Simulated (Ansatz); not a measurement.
One change: `C=C(N)[Te]C` becomes `C=[C](N)[GaH][CH3]`.

Ansatz, PBE0-D4/def2-TZVP geometries, multiplicity 1. Each molecule was computed in one conformer, which needn't be the lowest.

Elements past krypton have def2 core potentials. Scalar relativity is left out up to krypton.

| property | `C=C(N)[Te]C` |
| --- | --- |
| LUMO energy (PBE0/def2-TZVPP) / eV | -0.48 |
| HOMO energy (PBE0/def2-TZVPP) / eV | -5.66 |
| HOMO energy (ωB97M-V/def2-TZVPP) / eV | -7.74 |
| LUMO energy (ωB97M-V/def2-TZVPP) / eV | 1.28 |
| size of the dipole moment (ωB97M-V/def2-TZVPP) / D | 1.43 |
| HOMO–LUMO gap (PBE0/def2-TZVPP) / eV | 5.18 |

Problem. What does the change do to each property? (An estimate is asked.)

Solution. Ansatz gave: 
```
                                          property  `C=[C](N)[GaH][CH3]`  shift
                LUMO energy (PBE0/def2-TZVPP) / eV                 -1.23  -0.75
                HOMO energy (PBE0/def2-TZVPP) / eV                 -5.97  -0.31
             HOMO energy (ωB97M-V/def2-TZVPP) / eV                 -8.16  -0.42
             LUMO energy (ωB97M-V/def2-TZVPP) / eV                  0.47  -0.81
size of the dipole moment (ωB97M-V/def2-TZVPP) / D                  0.91  -0.52
              HOMO–LUMO gap (PBE0/def2-TZVPP) / eV                  4.74  -0.44
```

With PBE0 the HOMO falls by 0.31 eV and the LUMO falls by 0.75 eV, so the gap narrows by about 0.44 eV. PBE moves the HOMO by -0.22 eV and ωB97M-V by -0.42 eV. Dipoles are sizes alone; their direction can turn.

Spin–orbit coupling is left out; it splits and shifts lone-pair levels of the heavy atoms by tenths of an eV.
